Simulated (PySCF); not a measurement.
C₃H₁₀OSi₂ (charge +1 and doublet state).
Structure used (GFN2-xTB), in Å, numbered top down from 1:
```
atom  x, y, z in Å
C1     2.5274   -0.4569    0.5263
Si2    1.3678    0.5412   -0.5702
C3    -0.3864   -0.4672   -0.5499
C4    -0.9163   -0.3675    0.7605
O5    -0.5520   -0.6711    1.8439
Si6   -2.7989    0.5701    0.8417
H7     3.4719    0.0635    0.6660
H8     2.1057   -0.6273    1.5165
H9     2.7576   -1.4298    0.0933
H10    1.6229    0.5169   -2.0080
H11    1.0125    1.8673   -0.0658
H12   -1.0249   -0.0811   -1.3354
H13   -0.1252   -1.5041   -0.7612
H14   -3.0183    0.7556    2.2665
H15   -2.4788    1.7568    0.0491
H16   -3.5727   -0.4575    0.1515
```

The hyperfine couplings belong to this conformer and change with its torsions.

The species is `C[SiH2]CC(=[O+])[SiH3]` [radical] (charge +1).

Computed with UKS B3LYP, pcH-1 on C H O Si, non-relativistic, mean-field spin-orbit, GIAO (PySCF). Isolated species at its GFN2-xTB geometry (one conformer only). Couplings are sensitive to structure, and on GFN2-xTB geometries they can be far from those on DFT ones, by a factor of two or more for some ions and for spin on atoms past the first row. No stability test was run, so a lower SCF solution isn't excluded.

Task: Where do the isotropic ENDOR lines of H14/H15/H16, H10/H11, H7/H8/H9 and H12/H13 fall at 344.6 mT, to first order?

Result: For S = 1/2 in fast tumbling each set of equivalent nuclei gives two lines, ν± = |νn ± a/2| to first order, with νn = g_N μN B/h and μN/h = 7.62259 MHz/T.

```json
{"nuclei": "H14/H15/H16", "isotope": "1H", "g_N": "5.5857", "νn (MHz)": "14.67", "a_iso (MHz)": "18.11", "lower line (MHz)": "5.62", "upper line (MHz)": "23.73"}
{"nuclei": "H10/H11", "isotope": "1H", "g_N": "5.5857", "νn (MHz)": "14.67", "a_iso (MHz)": "6.40", "lower line (MHz)": "11.47", "upper line (MHz)": "17.87"}
{"nuclei": "H7/H8/H9", "isotope": "1H", "g_N": "5.5857", "νn (MHz)": "14.67", "a_iso (MHz)": "4.40", "lower line (MHz)": "12.47", "upper line (MHz)": "16.87"}
{"nuclei": "H12/H13", "isotope": "1H", "g_N": "5.5857", "νn (MHz)": "14.67", "a_iso (MHz)": "4.31", "lower line (MHz)": "12.52", "upper line (MHz)": "16.83"}
```

Task: Which pairs are centred on the nuclear Larmor frequency, and which on half the coupling?

Result: Centred on νn, since |a| < 2νn: H14/H15/H16, H10/H11, H7/H8/H9 and H12/H13. No pair has |a| > 2νn.

Nuclei that the bonding pattern makes equivalent are averaged, as if the motion that swaps them (rotation, inversion, ring flip) were fast. The three 1H nuclei of mean +18.1 MHz run from -1.8 to 35.1 MHz in the frozen geometry. The three 1H nuclei of mean +4.4 MHz run from -0.4 to 9.5 MHz in the frozen geometry. The 1H value of +6.4 MHz is a mean of couplings from -1.2 to 14.0 MHz in this one geometry, not an average over conformers. The 1H value of +4.3 MHz is a mean of couplings from -2.5 to 11.1 MHz in this one geometry, not an average over conformers.

On Arm Neoverse V2, one thread, shared host with 32 logical CPUs at a one-minute load of 11, this took 68 s of wall time (with the writing of density and orbital grids) and 0.96 GiB of memory at its peak.
